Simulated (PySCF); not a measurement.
# Basis-set dependence of population analyses: `BCCCF`

Compound: C₃H₈BF.
Numbering: `[BH2:1][CH2:2][CH2:3][CH2:4][F:5]` (hydrogens: H6, H7 on B1; H8, H9 on C2; H10, H11 on C3; H12, H13 on C4)

PBE0 throughout (PySCF), one geometry, spherical d and f functions. Geometry: PBE0-D3(BJ)/def2-SVP, one conformer, isolated molecule. Atoms taken as equivalent share a column and are averaged. The first 7 of 9 kinds of atom are listed.

Mulliken charges (e):

```tsv
basis	functions	B1	C2	C3	C4	F5	H6/H7	H8/H9
STO-3G	33	+0.177	-0.252	-0.151	-0.038	-0.120	-0.049	+0.090
6-31G	61	+0.226	-0.524	-0.350	+0.019	-0.352	-0.041	+0.199
pcSseg-0	61	+0.256	-0.840	-0.546	-0.012	-0.394	+0.019	+0.274
6-31G*	86	+0.115	-0.475	-0.365	+0.041	-0.347	-0.014	+0.199
cc-pVDZ	110	+0.027	-0.091	-0.100	+0.196	-0.250	-0.023	+0.061
def2-SVP	110	+0.051	-0.158	-0.089	+0.232	-0.288	-0.023	+0.074
6-311+G(2d,p)	183	+0.060	-0.355	-0.304	-0.085	-0.252	0.000	+0.183
aug-cc-pVDZ	187	-1.314	+0.516	+0.420	+0.928	-0.463	+0.650	-0.271
def2-TZVP	203	-0.063	-0.275	-0.163	-0.002	-0.238	+0.015	+0.144
IGLO-III	255	+0.215	-0.396	-0.182	+0.008	-0.276	-0.054	+0.139
cc-pVTZ	262	-0.039	-0.202	-0.186	+0.119	-0.235	+0.012	+0.105
```

IAO charges (e):

```csv
basis,functions,B1,C2,C3,C4,F5,H6/H7,H8/H9
STO-3G,33,+0.096,-0.402,-0.269,-0.093,-0.147,0.000,+0.154
6-31G,61,+0.060,-0.419,-0.272,+0.011,-0.314,+0.008,+0.174
pcSseg-0,61,+0.056,-0.417,-0.280,+0.014,-0.304,+0.007,+0.176
6-31G*,86,+0.079,-0.411,-0.261,+0.050,-0.321,0.000,+0.167
cc-pVDZ,110,+0.064,-0.409,-0.261,+0.050,-0.324,+0.006,+0.168
def2-SVP,110,+0.072,-0.405,-0.255,+0.055,-0.325,+0.002,+0.166
"6-311+G(2d,p)",183,+0.067,-0.419,-0.266,+0.046,-0.341,+0.005,+0.172
aug-cc-pVDZ,187,+0.065,-0.417,-0.265,+0.047,-0.340,+0.006,+0.172
def2-TZVP,203,+0.068,-0.420,-0.267,+0.050,-0.339,+0.005,+0.172
IGLO-III,255,+0.067,-0.420,-0.268,+0.047,-0.341,+0.006,+0.173
cc-pVTZ,262,+0.067,-0.420,-0.268,+0.049,-0.337,+0.005,+0.173
```

Which scheme is steadiest as the basis changes?

Largest range over the bases for any column: IAO 0.19 e, Mulliken 1.57 e. IAO charges move least and Mulliken charges most, counted in e. Without the minimal STO-3G basis the ranges are IAO 0.04, Mulliken 1.57 e.

How much do the charges still move between the two largest bases, IGLO-III and cc-pVTZ?

At most, over all atoms: Mulliken 0.254 e, IAO 0.004 e.

What do the same runs give for the total energy, the frontier levels and the dipole moment?

```csv
basis,energy (Eh),HOMO (eV),LUMO (eV),μ (D)
STO-3G,-240.3695,-5.08,1.68,0.92
6-31G,-243.4536,-8.69,-1.05,1.78
pcSseg-0,-242.9599,-8.90,-1.37,1.80
6-31G*,-243.5054,-8.63,-0.99,1.48
cc-pVDZ,-243.5234,-8.70,-1.25,1.51
def2-SVP,-243.3330,-8.77,-1.28,1.56
"6-311+G(2d,p)",-243.5888,-8.85,-1.40,1.68
aug-cc-pVDZ,-243.5430,-8.82,-1.41,1.64
def2-TZVP,-243.6089,-8.82,-1.37,1.61
IGLO-III,-243.6166,-8.84,-1.40,1.63
cc-pVTZ,-243.6009,-8.80,-1.35,1.56
```

The dipole is fixed by the density alone, so its range of 0.88 D shows that the density itself changes with the basis, not only its division among atoms.
